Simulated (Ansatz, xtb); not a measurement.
System: InCl (charge +1, doublet). SMILES of the parent species: [Cl][In]
Structure (B3LYP-D3(BJ)/def2-TZVP (Ansatz, a first-principles code) minimum search):
```xyz
2

In     0.0000     0.0000    -0.6042
Cl     0.0000     0.0000     1.7415
```
Charge +1, spin multiplicity 2.

Harmonic wavenumbers from GFN2-xTB (xtb, at its own minimum), cm⁻¹: 129.

Question: Give the harmonic wavenumbers at B3LYP-D3(BJ)/def2-TZVP (Ansatz, finite differences of forces, unscaled).

Answer: 293 cm⁻¹. Zero-point energy 0.4 kcal/mol.

Question: From these and the geometry, give the ideal-gas thermochemistry at 298.15 K and 1 atm (rigid rotor, harmonic oscillator).

Answer: Point group C∞v, rotational symmetry number 1. Rotational constants 3.391, 3.391 GHz. S(trans) 40.93, S(rot) 16.92, S(vib) 1.46, S(elec, spin only) 1.38, S 60.7 cal/(mol K). H(298) - H(0) 2.34 kcal/mol; G - E(el) -15.3 kcal/mol.
